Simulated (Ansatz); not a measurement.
A CCSD(T) single point on CH3Cl2SV (`[CH3][V](=[S])([Cl])[Cl]`).

```yaml
crystal:
  periodic: [false, false, false]
  atoms:
    - {symbol: C, position_ang: [-0.677932, -0.216184, 0.788119]}
    - {symbol: V, position_ang: [0.600631, 0.167153, -0.682702]}
    - {symbol: S, position_ang: [1.975938, -1.240262, -0.449037]}
    - {symbol: Cl, position_ang: [-0.485555, -0.085251, -2.499940]}
    - {symbol: Cl, position_ang: [1.387758, 2.111065, -0.298299]}
    - {symbol: H, position_ang: [-1.091406, -1.217584, 0.662026]}
    - {symbol: H, position_ang: [-0.166074, -0.127239, 1.747286]}
    - {symbol: H, position_ang: [-1.451060, 0.551102, 0.676848]}
basis:
  gaussian: {orbitals: def2-TZVPP}
correlation: {method: ccsd_t}
output: {orbitals: {seedname: orbitals}}
```

```sh
$ ansatz run in.yaml --threads 4 --pin off --events-out ev --progress --plain --max-ram 10444MiB
```

Log, shortened:

```
Functional definition: HF
1604 factors; integrals over basis functions are off by at most 1.1e-3 eV
mean field evaluation 1: about -62549.6612 eV, gradient 7.1e1 eV
mean field evaluation 2: about -62549.9734 eV, gradient 7.1e1 eV
mean field evaluation 4: about -62558.6881 eV, gradient 3.6e1 eV
mean field evaluation 8: about -62561.0346 eV, gradient 1.3e0 eV
mean field evaluation 16: about -62561.0866 eV, gradient 7.6e-6 eV
mean field -62561.08659331 eV, -2299.0775268766 hartree, gradient 3.4e-6 eV, S^2 0.000000; 1 other end points of the search recorded, 0 dependent functions left out; unrestricted orbitals would lower it
unrestricted determinant -62562.40641934 eV, -2299.1260295887 hartree, S^2 1.3549
21 core orbitals not correlated: weight in the atoms' cores, before any rotation towards them, 1.000 or more for the frozen orbitals, at most 0.000 for the correlated occupied ones
reference -62561.08659331 eV, -2299.0775268766 hartree; 20, 20 occupied and 222, 222 virtual orbitals, 1604 factors
second order -38.10089743 eV of doubles, -0.00000000 eV of singles
cycle   1  -32.12191430 eV  change     6.0e0 eV  update   5.5e-1
cycle   2  -36.03006723 eV  change    -3.9e0 eV  update   7.2e-1
cycle   3  -36.63738876 eV  change   -6.1e-1 eV  update   1.2e-1
cycle   4  -36.66080991 eV  change   -2.3e-2 eV  update   7.8e-2
cycle   5  -36.64368139 eV  change    1.7e-2 eV  update   3.0e-2
cycle   6  -36.66092163 eV  change   -1.7e-2 eV  update   1.5e-2
cycle   7  -36.64808525 eV  change    1.3e-2 eV  update   1.0e-2
cycle   8  -36.63733291 eV  change    1.1e-2 eV  update   5.7e-3
cycle   9  -36.64148501 eV  change   -4.2e-3 eV  update   3.1e-3
cycle  10  -36.64741626 eV  change   -5.9e-3 eV  update   1.6e-3
cycle  11  -36.64817302 eV  change   -7.6e-4 eV  update   1.1e-3
cycle  12  -36.64708199 eV  change    1.1e-3 eV  update   5.7e-4
cycle  13  -36.64670265 eV  change    3.8e-4 eV  update   4.4e-4
cycle  14  -36.64686443 eV  change   -1.6e-4 eV  update   2.3e-4
cycle  15  -36.64665985 eV  change    2.0e-4 eV  update   2.0e-4
cycle  16  -36.64677082 eV  change   -1.1e-4 eV  update   1.1e-4
cycle  17  -36.64697140 eV  change   -2.0e-4 eV  update   6.1e-5
cycle  18  -36.64688942 eV  change    8.2e-5 eV  update   3.8e-5
cycle  19  -36.64686208 eV  change    2.7e-5 eV  update   2.3e-5
perturbative correction -2.77444139 eV, -0.1019588405 hartree
Total energy: -62600.50789678 eV, -2300.5262330584 hartree
```

It took 3.4 min on 4 threads of an AMD EPYC 9R45 on a shared host, with 6.2 GiB of host memory at the peak.

The correlation energy is -39.421 eV, 7.0 % of it from (T); the T1 diagnostic reads 0.0407.
